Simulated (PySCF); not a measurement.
## TDDFT excited states: [C6H7F2O]+

Compound: C₆H₇F₂O (charge +1).
SMILES: `FC(F)O[C+]1C=CCC1`

Method used: PySCF 2.14.0, density-fitted response routines, TDDFT PBE0/def2-SVPD, vertical, gas phase, core orbitals frozen in the response. Geometry: GFN2-xTB, one conformer, isolated ion. Torsions of this conformer, `[F:1][CH:2]([F:3])[O:4][C+:5]1[CH:6]=[CH:7][CH2:8][CH2:9]1`: F1–C2–O4–C5 59°, C2–O4–C5–C6 180°.

```csv
state,λ (nm),E (eV),f,symmetry,"main configurations (H = HOMO, L = LUMO)"
S1,233.1,5.32,0.320,A′,H→L (97%)
S2,214.3,5.79,0.0014,–,"H-1→L (73%), H-3→L (24%)"
S3,201.3,6.16,0.0004,–,"H-3→L (63%), H-1→L (19%), H-4→L (14%)"
S4,188.8,6.57,0.0010,–,"H-4→L (56%), H-5→L (38%)"
S5,186.3,6.65,0.082,A′,H-2→L (97%)
S6,180.7,6.86,0.0001,–,"H-5→L (58%), H-4→L (28%)"
```

Triplets, Tamm–Dancoff:

```csv
state,E (eV),λ (nm),"main configurations (H = HOMO, L = LUMO)"
T1,3.30,375.9,H→L (97%)
T2,5.42,228.6,"H-1→L (58%), H-3→L (38%)"
```

The lowest singlet lies at 5.32 eV (233 nm, ultraviolet) and is strong; its leading configuration is HOMO→LUMO (97%). The lowest level is also the most intense of those listed (f = 0.320). Löwdin shares by element: HOMO carbon 64% or more, oxygen 12% (atoms not listed hold the other 23%); LUMO carbon 66% or more, oxygen 13% (atoms not listed hold the other 21%). Weighted by f, the mean energy of these states is 5.59 eV. Of the 6 states listed, 2 reach f = 0.01 and 2 stay under 0.0005. The oscillator strengths of these states sum to 0.404; summed over the whole spectrum of an exact calculation they would give the number of electrons, 68 (Thomas–Reiche–Kuhn). No computed singlet lies in the visible range (380 to 750 nm); the lowest, at 233 nm, stands 2.06 eV above its violet end (3.26 eV). Symmetry labels in Cs follow from the direction of the transition dipole and are given only for states with f of 0.002 or more. Singlets were solved by full linear response, triplets in the Tamm–Dancoff approximation.
